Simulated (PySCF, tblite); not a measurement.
Isomers of C4H9FO2Si, one GFN2-xTB conformer each. Single-point energies are computed at PBE0/pcSseg-1 (PySCF, gas phase, no added dispersion term), electronic only.

```tsv
SMILES	GFN2-xTB relative energy (kcal/mol)
COC[SiH2]O/C=C\F	41.9
CC(C)OC(=O)[SiH2]F	0.0
```

Conformers: `[CH3:1][O:2][CH2:3][SiH2:4][O:5]/[CH:6]=[CH:7]\[F:8]` with C1–O2–C3–Si4 67°, O2–C3–Si4–O5 162°, C3–Si4–O5–C6 179°, Si4–O5–C6–C7 1°; `[CH3:1][CH:2]([CH3:3])[O:4][C:5](=[O:6])[SiH2:7][F:8]` with C1–C2–O4–C5 -154°, C2–O4–C5–O6 1°, O4–C5–Si7–F8 46°.

Question: What does PBE0/pcSseg-1 give for the same structures?

Answer: 
```csv
SMILES,PBE0/pcSseg-1 E (Eh),PBE0/pcSseg-1 (kcal/mol),GFN2-xTB (kcal/mol),point group
CC(C)OC(=O)[SiH2]F,-697.07342,0.0,0.0,C1
COC[SiH2]O/C=C\F,-696.97230,63.5,41.9,C1
```

Both levels put the same isomer lowest. As drawn, the lower has a C=O bond, a C(=O)–O unit and an Si–F bond, which the higher lacks; the higher has an Si–O bond and a C=C bond outside aromatic rings, which the lower lacks.

Question: Which frontier levels, dipoles and rotational constants go with these structures?

Answer: 
```json
{"SMILES": "CC(C)OC(=O)[SiH2]F", "HOMO (eV, PBE0/pcSseg-1)": "-7.81", "LUMO (eV)": "-0.95", "dipole (D)": "1.57", "A, B, C (MHz)": "2837, 933.1, 840.0"}
{"SMILES": "COC[SiH2]O/C=C\\F", "HOMO (eV, PBE0/pcSseg-1)": "-6.92", "LUMO (eV)": "0.37", "dipole (D)": "1.60", "A, B, C (MHz)": "4578, 733.2, 651.2"}
```

Question: What happens when harmonic zero-point energies from GFN2-xTB frequencies are added?

Answer: 
| SMILES | ZPE (kcal/mol) | electronic (kcal/mol) | with ZPE (kcal/mol) |
| --- | --- | --- | --- |
| CC(C)OC(=O)[SiH2]F | 78.3 | 0.0 | 0.0 |
| COC[SiH2]O/C=C\F | 77.2 | 63.5 | 62.3 |

The zero-point energies span 1.1 kcal/mol. The order is unchanged.
